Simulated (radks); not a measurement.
Values are calculated unless marked as measured or tabulated.
Ge29+, 3 electrons, occupied as [He] 2s1.

Code: a radial shooting solver on a logarithmic mesh with Libxc functionals. Model: scalar-relativistic Kohn-Sham, BLYP, spin-polarised, spherical densities, finite nucleus; open shells are filled with parallel spins first; Fermi nuclear charge, rms radius 4.0742 fm.

Energy parts (eV):
| part | energy |
|---|---|
| total | -30899.665 |
| kinetic | 31738.677 |
| electron-nucleus | -63526.001 |
| Hartree | 1519.783 |
| exchange-correlation | -632.123 |

Orbitals (lengths in bohr, moments of r in powers of bohr):
[
 {"orbital": "1s up", "occ.": "1", "eigenvalue (eV)": "-13204.24", "<r>": "0.04667"},
 {"orbital": "1s down", "occ.": "1", "eigenvalue (eV)": "-13195.90", "<r>": "0.04666"},
 {"orbital": "2s up", "occ.": "1", "eigenvalue (eV)": "-3150.158", "<r>": "0.1915"}
]

The highest occupied level is 2s up at -3150.2 eV. The density falls to 0.001 e/bohr^3 at r = 0.59 bohr. Spin moment in Bohr magnetons: 1. For comparison, the ionisation energy in NIST's Atomic Spectra Database is 3194.3 eV (theoretical). In exact Kohn-Sham theory the highest level is minus the ionisation energy, but local and semilocal functionals leave it too shallow, through self-interaction and a potential that decays too fast; potentials with the right tail come closer.
